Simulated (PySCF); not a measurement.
Molecule: `BNBNC`, CH₈B₂N₂.

Numbering as in the mapped SMILES `[BH2:1][NH:2][BH:3][NH:4][CH3:5]` (H(Xn): hydrogen on atom n).

Geometry PBE0-D3(BJ)/def2-SVP throughout; GIAO in PySCF, gas phase, one conformer, non-relativistic; equivalent atoms averaged; functional PBE0.

Task: How do the shifts δ (against BF3·OEt2, NH3, TMS at the same level) depend on the basis set? (a selection of nuclei; ppm; last column core-seconds on 1 thread of an Arm Neoverse V1, shared host)

Result: 
```tsv
basis set	functions	B3	N2	N4	C5	H(B1)	H(B3)	H(N2)	H(N4)	H(C5)	core-s
pcSseg-0	61	26.1	157.5	89.7	36.2	6.30	5.63	5.53	3.32	3.11	4.5
cc-pVDZ	110	28.0	149.1	91.6	33.0	5.32	4.47	5.77	3.86	2.79	8.9
aug-cc-pVDZ	187	27.8	145.1	86.5	32.6	5.45	4.68	5.84	4.05	2.93	20
IGLO-III	255	29.0	157.4	93.5	34.2	5.29	4.53	5.71	3.98	2.85	29
cc-pVTZ	262	26.3	156.8	94.5	33.3	5.24	4.49	5.82	4.04	2.83	30
```

Task: Which nucleus among those listed moves most, in ppm?

Result: N2 (nitrogen bonded to 2 B, H): from 145.1 ppm with aug-cc-pVDZ to 157.5 ppm with pcSseg-0. The smallest spread is 0.31 ppm, at H(N2). Proton shifts span only some 12 ppm, so a few tenths of a ppm matter as much there as several ppm in carbon.

Task: Taking the largest basis, cc-pVTZ (262 functions), as the yardstick, rank the others by their worst heavy-atom deviation.

Result: IGLO-III 2.7 ppm (255 functions), pcSseg-0 4.8 ppm (61 functions), cc-pVDZ 7.7 ppm (110 functions), aug-cc-pVDZ 11.7 ppm (187 functions).

A small basis that lands close on one nucleus may do so by chance; judge by the trend and by all nuclei.
